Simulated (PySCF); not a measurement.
## What the settings do

Molecule: SMILES C=C(/C=C\C=C)CC, C₈H₁₂; geometry GFN2-xTB.

Bonds (- single, = double, # triple, : aromatic): C1=C2, C2-C3, C3=C4, C4-C5, C5=C6, C5-C7, C7-C8. C1 carries H9, H10; C2 carries H11; C3 carries H12; C4 carries H13; C6 carries H14, H15; C7 carries H16, H17; C8 carries H18, H19, H20. Stereochemistry as in C=C/C=C\C(=C)CC. H9 is cis to C3; H14 is cis to C4; H10 is trans to C3; H15 is trans to C4.

All runs: PySCF, non-relativistic, gas phase unless a solvent (IEF-PCM) is named; grid level 2, GIAOs and SCF threshold 1e-9 unless changed. The yardstick, PBE0/pcSseg-1, gives these isotropic shieldings σ (ppm, equivalent atoms averaged): C5 28.5, C3 51.2, C8 169.0, H11 24.50, H12 25.58, H9 26.16, H14 26.44.

Q: What do these inputs give? (1) KT3/pcSseg-1; grid level 1; (2) PBE0/pcSseg-1; level_shift 0.1

A: 
```
run    outcome  functions  wall time    C5    C3     C8    H11    H12     H9    H14
  1  converged        196       35 s  38.3  59.8  166.1  24.79  25.92  26.51  26.72
  2  converged        196       48 s  28.5  51.2  169.0  24.50  25.58  26.16  26.44
```

Times are on 1 thread of an Arm Neoverse V1, shared host.

Q: Comment on the technical settings.

A: 
- Run 1: The functional differs from the yardstick's, which in itself moves the values. Grid level 1 is coarse; it adds numerical noise and can break the equality of equivalent atoms.
- Run 2: The level shift changes the path of the SCF (10 cycles), not the solution, provided the same state is reached.
